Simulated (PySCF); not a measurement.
# State search for SnPb

Unrestricted PBE0; Sn def2-SVP with ECP28, Pb def2-SVP with ECP60; scalar-relativistic core potentials (PySCF 2.14). Outer shells of the fragments: Sn 4d10 5s2 5p2; Pb 5d10 6s2 6p2.

Followed along the bond (rough minima from three points):

| 2Ms+1 | unpaired | ⟨S²⟩ at the start | R at minimum (Å) | Te (eV) |
| --- | --- | --- | --- | --- |
| 3 | π ↑↑ | 2.00 | 2.83 | 0.00 |
| 1 | π ↑↓ | 1.00 | 2.84 | 0.18 |
| 3 | σ ↑, π ↑ | 2.01 | 2.72 | 0.33 |
| 1 | σ ↓, π ↑ | 1.01 | 2.72 | 0.53 |
| 1 | none | 0.00 | 2.86 | 0.69 |

Solutions found at the starting distance of 2.745 Å, counted from the lowest of them; the search is not exhaustive and high or unbound solutions are not listed, so other states can lie among these:

| 2Ms+1 | unpaired | term | E (eV) | ⟨S²⟩ | ⟨Lz²⟩ | μ (D) |
| --- | --- | --- | --- | --- | --- | --- |
| 3 | π ↑↑ | ³Σ⁻ | 0.00 | 2.00 | 0.00 | 0.62 |
| 1 | π ↑↓ | mixed | 0.19 | 1.00 | 2.01 | 0.62 |
| 3 | σ ↑, π ↑ | ³Π | 0.30 | 2.01 | 1.00 | 0.56 |
| 1 | σ ↓, π ↑ | mixed | 0.50 | 1.01 | 1.00 | 0.53 |
| 1 | none | mixed | 0.70 | 0.00 | 2.00 | 0.56 |
| 5 | σ ↑, π ↑↑↑ | ⁵Π | 1.04 | 6.00 | 1.00 | 0.40 |

A term symbol is given only where ⟨S²⟩ and ⟨Lz²⟩ are close to those of a pure state; real π, δ and φ orbitals otherwise mix terms. A positive dipole means Sn(−)Pb(+).

Spin–orbit coupling is left out, which matters for elements this heavy, above all for dissociation energies.
